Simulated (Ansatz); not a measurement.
A run for Ansatz (a quantum-chemistry and plane-wave program): U-PBE/def2-TZVPP on HO2 (SMILES [O]O), 2S+1 = 2.

Ansatz 0.2 input:
```yaml
crystal:
  periodic: [false, false, false]
  atoms:
    - {symbol: O, position_ang: [0.66575432, -0.28832325, 0.00000000]}
    - {symbol: O, position_ang: [-0.51358494, 0.33932304, -0.00000000]}
    - {symbol: H, position_ang: [-1.18826105, -0.38151642, 0.00000000]}
basis:
  gaussian:
    orbitals: def2-TZVPP
hamiltonian:
  xc: {name: PBE}
magnetization: {spin_polarized: true, initial_magnetization: 1}
accuracy: high
phonons: {}
```

The head of its log:

```
WARN ansatz: RAYON_NUM_THREADS=1 ignored (pool sized by the plan → 1); use --threads N
Functional definition: PBE
integrals: 0.06 GiB planned
1316 factors; integrals over basis functions are off by at most 2.1e-9 eV
mean field: 0.22 GiB planned
mean field evaluation 1: about -4102.5571 eV, gradient 2.3e1 eV
mean field evaluation 2: about -4100.9068 eV, gradient 3.1e1 eV
```

**Question.** Predict the final total energy.

**Answer.** -150.8298 hartree.
